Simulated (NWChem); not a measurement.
Program: NWChem. System: H$_{4}$HfS, charge 0, spin multiplicity 1, at a geometry optimised with B3LYP/def2-SVP with def2 effective core potentials on Hf. The structure started from a generated list of species. Level: MP2/def2-SVP with def2 effective core potentials on Hf, 5 core orbitals frozen.

Input file:

```
start mol
memory heap 200 mb stack 800 mb global 1000 mb
geometry units angstroms nocenter noautoz
  Hf    -0.029613     0.428340     0.000000
  H     -1.827850     0.870878     0.000000
  H      0.794958     1.140305     1.492749
  H      0.794958     1.140305    -1.492749
  S      0.219354    -1.993730     0.000000
  H     -1.139583    -2.092307     0.000000
  symmetry group Cs
end
basis spherical
  * library def2-svp
end
ecp
  Hf library def2-ecp
end
scf
  rhf
  nopen 0
  maxiter 100
  thresh 1e-7
  semidirect memsize 60000000 filesize 0
end
mp2
  freeze core 5
end
task mp2 energy
```

Part of the output:

```
             Northwest Computational Chemistry Package (NWChem) 7.3.0
             --------------------------------------------------------

                                NWChem Input Module
                                -------------------

 Scaling coordinates for geometry "geometry" by  1.889725989
 (inverse scale =  0.529177249)

 Turning off AUTOSYM since
 SYMMETRY directive was detected!

                             Geometry "geometry" -> ""
                             -------------------------

 Output coordinates in angstroms (scale by  1.889725989 to convert to a.u.)

  No.       Tag          Charge          X              Y              Z
 ---- ---------------- ---------- -------------- -------------- --------------
    1 Hf                  72.0000    -0.02961300     0.42834000     0.00000000
    2 H                    1.0000    -1.82785000     0.87087800     0.00000000
    3 H                    1.0000     0.79495800     1.14030500     1.49274900
    4 H                    1.0000     0.79495800     1.14030500    -1.49274900
    5 S                   16.0000     0.21935400    -1.99373000     0.00000000
    6 H                    1.0000    -1.13958300    -2.09230700     0.00000000

 Effective nuclear repulsion energy (a.u.)     340.4064297618

            Nuclear Dipole moment (a.u.)
            ----------------------------
        X                 Y               Z
 ---------------- ---------------- ----------------
     0.0000207870    -0.0000359048     0.0000000000

      Symmetry information
      --------------------

 Group name             Cs
 Group number              2
 Group order               2
 No. of unique centers     5

      Symmetry unique atoms

     1    2    3    5    6


 Summary of "ao basis" -> "" (spherical)
 ------------------------------------------------------------------------------
       Tag                 Description            Shells   Functions and Types
 ---------------- ------------------------------  ------  ---------------------
 *                          def2-svp                  on all atoms

 Summary of "ao basis" -> "ao basis" (spherical)
 ------------------------------------------------------------------------------
       Tag                 Description            Shells   Functions and Types
 ---------------- ------------------------------  ------  ---------------------
 Hf                         def2-svp                12       32   6s3p2d1f
 H                          def2-svp                 3        5   2s1p
 S                          def2-svp                 8       18   4s3p1d

                                 NWChem SCF Module
                                 -----------------

  ao basis        = "ao basis"
  functions       =    70
  atoms           =     6
  closed shells   =    16
  open shells     =     0
  charge          =   0.00
  wavefunction    = RHF
  use symmetry    = T
  symmetry adapt  = T

 Summary of "ao basis" -> "ao basis" (spherical)
 ------------------------------------------------------------------------------
       Tag                 Description            Shells   Functions and Types
 ---------------- ------------------------------  ------  ---------------------
 Hf                         def2-svp                12       32   6s3p2d1f
 H                          def2-svp                 3        5   2s1p
 S                          def2-svp                 8       18   4s3p1d

      Symmetry analysis of basis
      --------------------------

        a'         48
        a"         22

 Forming initial guess at       0.1s

      Superposition of Atomic Density Guess
      -------------------------------------

 Sum of atomic energies:        -451.28267477

      Non-variational initial energy
      ------------------------------

 Total energy =    -446.566007
 1-e energy   =    -766.494873
 2-e energy   =     251.200354
 HOMO         =      -0.311394
 LUMO         =       0.009683

      Symmetry analysis of molecular orbitals - initial
      -------------------------------------------------

  Numbering of irreducible representations:

     1 a'          2 a"

  Orbital symmetries:

     1 a'          2 a'          3 a'          4 a'          5 a"
     6 a'          7 a'          8 a'          9 a"         10 a'
    11 a'         12 a'         13 a'         14 a"         15 a"
    16 a'         17 a'         18 a"         19 a'         20 a'
    21 a"         22 a'         23 a'         24 a'         25 a"
    26 a'

 Starting SCF solution at       0.9s

 ----------------------------------------------
         Quadratically convergent ROHF

 Convergence threshold     :          1.000E-07
 Maximum no. of iterations :          100
 Final Fock-matrix accuracy:          1.000E-09
 ----------------------------------------------

              iter       energy          gnorm     gmax       time
             ----- ------------------- --------- --------- --------
                 1     -447.1027007962  9.12D-01  2.19D-01      0.9
                 2     -447.1816338917  2.11D-01  5.42D-02      1.0
                 3     -447.1886578472  1.95D-02  4.35D-03      1.0
                 4     -447.1887165048  1.52D-04  6.35D-05      1.2
                 5     -447.1887165116  2.62D-08  5.27D-09      1.5

       Final RHF  results
       ------------------

         Total SCF energy =   -447.188716511566
      One-electron energy =   -767.140346799314
      Two-electron energy =    251.223118312362
 Nuclear repulsion energy =     68.728511975386

        Time for solution =      0.6s

       Symmetry analysis of molecular orbitals - final
       -----------------------------------------------

  Numbering of irreducible representations:

     1 a'          2 a"

  Orbital symmetries:

     1 a'          2 a'          3 a'          4 a'          5 a"
     6 a'          7 a'          8 a'          9 a"         10 a'
    11 a'         12 a'         13 a'         14 a"         15 a'
    16 a"         17 a'         18 a'         19 a"         20 a'
    21 a"         22 a'         23 a'         24 a'         25 a"
    26 a'

             Final eigenvalues
             -----------------

              1
    1  -91.9203
    2   -8.9574
    3   -6.6450
    4   -6.6437
    5   -6.6425
    6   -2.9596
    7   -1.6356
    8   -1.6293
    9   -1.6280
   10   -0.9539
   11   -0.5504
   12   -0.4843
   13   -0.4361
   14   -0.4347
   15   -0.4304
   16   -0.3957
   17    0.0343
   18    0.0401
   19    0.0410
   20    0.0617
   21    0.0792
   22    0.0984
   23    0.1415
   24    0.1462
   25    0.1588
   26    0.2097

                       ROHF Final Molecular Orbital Analysis
                       -------------------------------------

 Vector   14  Occ=2.000000D+00  E=-4.346942D-01  Symmetry=a"
              MO Center=  6.1D-01,  9.3D-01, -4.7D-12, r^2= 3.0D+00
   Bfn.  Coefficient  Atom+Function         Bfn.  Coefficient  Atom+Function
  ----- ------------  ---------------      ----- ------------  ---------------
    38      0.299803  3 H  s                 39      0.299312  3 H  s
    43     -0.299803  4 H  s                 44     -0.299312  4 H  s
    19     -0.277726  1 Hf d  1              17      0.273726  1 Hf d -1
     9     -0.215988  1 Hf pz

 Vector   15  Occ=2.000000D+00  E=-4.304388D-01  Symmetry=a'
              MO Center=  3.3D-01, -1.0D+00,  1.6D-12, r^2= 3.8D+00
   Bfn.  Coefficient  Atom+Function         Bfn.  Coefficient  Atom+Function
  ----- ------------  ---------------      ----- ------------  ---------------
    59      0.506419  5 S  py                56      0.341320  5 S  py
    18     -0.222342  1 Hf d  0               8      0.202021  1 Hf py
    53      0.197823  5 S  py                39     -0.171467  3 H  s
    44     -0.171467  4 H  s                 20     -0.167889  1 Hf d  2
    38     -0.164297  3 H  s                 43     -0.164297  4 H  s

 Vector   16  Occ=2.000000D+00  E=-3.957100D-01  Symmetry=a"
              MO Center=  2.1D-01, -1.7D+00, -1.8D-13, r^2= 2.1D+00
   Bfn.  Coefficient  Atom+Function         Bfn.  Coefficient  Atom+Function
  ----- ------------  ---------------      ----- ------------  ---------------
    60      0.601929  5 S  pz                57      0.407042  5 S  pz
    54      0.233207  5 S  pz

 Vector   17  Occ=0.000000D+00  E= 3.434012D-02  Symmetry=a'
              MO Center=  1.0D-01,  9.9D-01, -3.7D-13, r^2= 7.3D+00
   Bfn.  Coefficient  Atom+Function         Bfn.  Coefficient  Atom+Function
  ----- ------------  ---------------      ----- ------------  ---------------
    14      0.706765  1 Hf py                20     -0.416438  1 Hf d  2
    13     -0.317621  1 Hf px                25     -0.278059  1 Hf d  2
    59     -0.204401  5 S  py                51      0.182767  5 S  s

 Vector   18  Occ=0.000000D+00  E= 4.012361D-02  Symmetry=a'
              MO Center=  3.5D-01,  6.3D-01,  6.2D-13, r^2= 7.4D+00
   Bfn.  Coefficient  Atom+Function         Bfn.  Coefficient  Atom+Function
  ----- ------------  ---------------      ----- ------------  ---------------
    13      0.715665  1 Hf px                18     -0.451532  1 Hf d  0
    14      0.439924  1 Hf py                23     -0.250191  1 Hf d  0
    67      0.192938  6 H  s

 Vector   19  Occ=0.000000D+00  E= 4.103935D-02  Symmetry=a"
              MO Center= -6.7D-01,  6.0D-01, -7.7D-13, r^2= 5.9D+00
   Bfn.  Coefficient  Atom+Function         Bfn.  Coefficient  Atom+Function
  ----- ------------  ---------------      ----- ------------  ---------------
    15      0.667832  1 Hf pz                19      0.508923  1 Hf d  1
    24      0.343221  1 Hf d  1

 center of mass
 --------------
 x =   0.00259145 y =   0.12603011 z =   0.00000000

 moments of inertia (a.u.)
 ------------------
         612.193658159660          48.776463945951           0.000000000000
          48.776463945951          43.342141788783           0.000000000000
           0.000000000000           0.000000000000         623.457128911417

  Mulliken analysis of the total density
  --------------------------------------

    Atom       Charge   Shell Charges
 -----------   ------   -------------------------------------------------------
    1 Hf  12    10.52   0.03 -0.30  1.78  0.50  0.63  0.06  5.58  0.58  0.10  1.39  0.10  0.07
    2 H    1     1.40   0.73  0.66  0.01
    3 H    1     1.39   0.73  0.65  0.01
    4 H    1     1.39   0.73  0.65  0.01
    5 S   16    16.41   2.00  1.99  1.16  0.72  5.94  1.75  2.80  0.04
    6 H    1     0.90   0.69  0.18  0.03

       Multipole analysis of the density wrt the origin
       ------------------------------------------------

     L   x y z        total         open         nuclear
     -   - - -        -----         ----         -------
     0   0 0 0     -0.000000      0.000000     32.000000

     1   1 0 0     -0.392500      0.000000      3.357648
     1   0 1 0      0.153320      0.000000    -48.566750
     1   0 0 1     -0.000000      0.000000      0.000000

     2   2 0 0    -32.247401      0.000000     23.868935
     2   1 1 0      1.685531      0.000000    -16.226999
     2   1 0 1     -0.000000      0.000000      0.000000
     2   0 2 0    -33.984467      0.000000    262.608281
     2   0 1 1      0.000000      0.000000      0.000000
     2   0 0 2    -34.531965      0.000000     15.914802

                   NWChem MP2 Semi-direct Energy/Gradient Module
                   ---------------------------------------------

  Basis functions       =     70
  Molecular orbitals    =     70
  Frozen core           =      5
  Frozen virtuals       =      0
  Active alpha occupied =     11
  Active beta occupied  =     11
  Active alpha virtual  =     54
  Active beta virtual   =     54
  Use MO symmetry       = T
  Use skeleton AO sym   = T

  AO/Fock/Back tols     =   1.0D-09  1.0D-09  1.0D-09

 GA uses MA = F    GA memory limited = T

 Available:
  local mem=  1.15D+08
 global mem=  1.31D+08
 local disk=  0.00D+00
  mp2_memr nvloc                    54
  nvloc new                    54
   1 passes of  11:        4194304                      39684                   4916084.
   1 passes of  11: M    114672029           G      131062200           F     110477725.

 Semi-direct pass number   1 of   1  for RHF alpha+beta  at        1.6s
  vrange nnbf                  2430
  mp2_eaftype                    18  avail_ma_in_mb                   999
 EAF : mp2_eaftype filesize          18    2458042.
  mp2_eaf for mointskh                     18
Node 0 wrote     11.5 Mb in      0.0 s     Agg I/O rate:  1248.2 Mb/s
 Done moints_semi at        4.1s
  mp2_eaftype                    18  avail_ma_in_mb                   981
 EAF : mp2_eaftype filesize          18    2458042.
  mp2_eaf for kh                    18
 Done maket at        4.3s
 Done multipass loop at        4.3s

          -------------------------------------------
          SCF energy                -447.188716511566
          Correlation energy          -0.353014415368
          Singlet pairs               -0.225153753493
          Triplet pairs               -0.127860661876
          Total MP2 energy          -447.541730926935
          -------------------------------------------

          ---------------------------------------------------
                    Spin Component Scaled (SCS) MP2
          Same spin pairs                     -0.085240441250
          Same spin scaling factor             0.333333333333
          Opposite spin pairs                 -0.267773974118
          Opposite spin scaling fact.          1.200000000000
          SCS-MP2 correlation energy          -0.349742249358
          Total SCS-MP2 energy              -447.538458760925
          ---------------------------------------------------

 -----------------------
 Performance information
 -----------------------

 Timer overhead =  2.46D-07 seconds/call

               Nr. of calls         CPU time (s)                 Wall time (s)                GFlops
             ---------------    -------------------     ------------------------------   -------------------
Name         Min   Avg   Max    Min     Avg     Max     Min     Avg     Max   Mx/calls   Min     Max     Sum
mp2: moin     1     1     1    2.6     2.6     2.6      2.6     2.6     2.6     2.6      0.0     0.0     0.0
mp2: make     1     1     1   0.14    0.14    0.14     0.14    0.14    0.14    0.14      0.0     0.0     0.0
mp2: tota     1     1     1    2.8     2.8     2.8      2.8     2.8     2.8     2.8      0.0     0.0     0.0

 The average no. of pstat calls per process was 3.00D+00
 with a timing overhead of 7.39D-07s

 Task  times  cpu:        4.3s     wall:        4.3s

 Total times  cpu:        4.3s     wall:        4.3s
```
